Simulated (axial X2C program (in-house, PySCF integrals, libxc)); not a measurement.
# Worked dissociation energy of SeI: PBE0, two-component

Calculated with an in-house relativistic program for diatomic molecules. Two-component (2c) means X2C with spin–orbit coupling and atomic mean-field two-electron Coulomb and Gaunt terms. Basis: I dyall-cv3z [11s12p8d4f1g], Se dyall-cv3z [8s9p6d4f1g] (cores contracted in-house); Gaussian nuclei, density fitting, unrestricted open shells. Masses: I 126.904 u, Se 79.917 u.

Molecular state: Ω = 3/2 (⟨Sz⟩ = 0.50, ⟨Lz⟩ = 1.00 at PBE0).

| Item | Value |
| --- | --- |
| E(I) (2M_J = 3) | -7112.356280 hartree |
| E(Se) (2M_J = 4) | -2428.794155 hartree |
| E(SeI) at Re | -9541.229752 hartree |
| ωe | 279.1 cm⁻¹ |
| ωexe | 0.662 cm⁻¹ |

Q: Work out De and D0.

A: De = -7112.356280 + (-2428.794155) − (-9541.229752) = 0.07932 hartree = 2.158 eV. The zero-point energy is ωe/2 − ωexe/4 = 139 cm⁻¹ = 0.017 eV, so D0 = 2.141 eV.

One determinant describes the state; a PBE0 search over occupations chose it and may have missed a lower one. Dissociation energies refer to the lowest single-determinant-based atoms at the same level and basis. Density functionals use the spin component along the axis (collinear). The functionals have no current-density term, which raises determinants with orbital currents, atoms included.

Each atomic determinant is the lowest at this level and need not be a pure J level. Totals compare only within one Hamiltonian and basis.
